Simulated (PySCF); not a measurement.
C8H14O.
SMILES with atom numbers: `[OH:1][CH2:2][C@@H:3]1[CH2:4][C@H:5]2[CH2:6][CH2:7][C@@H:8]1[CH2:9]2` (hydrogens: H10 on O1; H11, H12 on C2; H13 on C3; H14, H15 on C4; H16 on C5; H17, H18 on C6; H19, H20 on C7; H21 on C8; H22, H23 on C9)

All values: PBE0/pcSseg-1 (PySCF, non-relativistic), on one gas-phase PBE0-D3(BJ)/def2-SVP geometry that isn't relaxed in the solvent. The solvent is an IEF-PCM continuum (Bondi radii, 1.10 Å for H, scaled by 1.2). Specific hydrogen bonds and non-electrostatic terms are outside this model.

Gas phase at PBE0/pcSseg-1: HOMO -7.54 eV, LUMO 1.04 eV, dipole 1.50 D.

Task: What does the continuum do to the energy, the frontier levels and the dipole at PBE0/pcSseg-1 in cyclohexane and chloroform?

Result: 
```tsv
solvent	ε	E(solvent) − E(gas) (kcal/mol)	polarisation term (kcal/mol)	distortion of the solute (kcal/mol)	HOMO (eV)	LUMO (eV)	dipole (D)
cyclohexane	2.017	-1.68	-1.75	0.07	-7.51	1.17	1.65
chloroform	4.711	-3.13	-3.38	0.25	-7.49	1.27	1.81
```

Polarisation term: ½ Σ q·V over the induced surface charges. Distortion: the rise of the solute's own energy as its density leaves the gas-phase optimum. From cyclohexane to chloroform the lowering changes by a factor 1.86, Onsager's factor (ε − 1)/(2ε + 1) by 1.76 and ε itself by 2.3.

Task: Which radius a makes the point-dipole formula ΔE = −[(ε − 1)/(2ε + 1)]·μ²/a³ give the value in chloroform, with the gas-phase dipole?

Result: μ = 0.590 au and |ΔE| = 0.00499 Eh give a = 1.54 Å; the farthest nucleus lies 3.08 Å from the centroid of the nuclei, so such a sphere wouldn't even hold the nuclei. The formula assumes a rigid point dipole at the centre of a sphere.

Task: Which Hirshfeld charges (PBE0/pcSseg-1) respond most in chloroform (means over atoms taken as equivalent)?

Result: 
| atoms | environment | gas (e) | solvent (e) | change |
| --- | --- | --- | --- | --- |
| O1 | alcohol oxygen | -0.217 | -0.232 | -0.015 |
| H10 | hydroxyl hydrogen | +0.155 | +0.164 | +0.009 |
| H14 | methylene hydrogen | +0.029 | +0.034 | +0.005 |
| H12 | methylene hydrogen | +0.030 | +0.033 | +0.003 |
| H13 | methine hydrogen | +0.035 | +0.037 | +0.002 |
| H22 | methylene hydrogen | +0.028 | +0.026 | -0.002 |
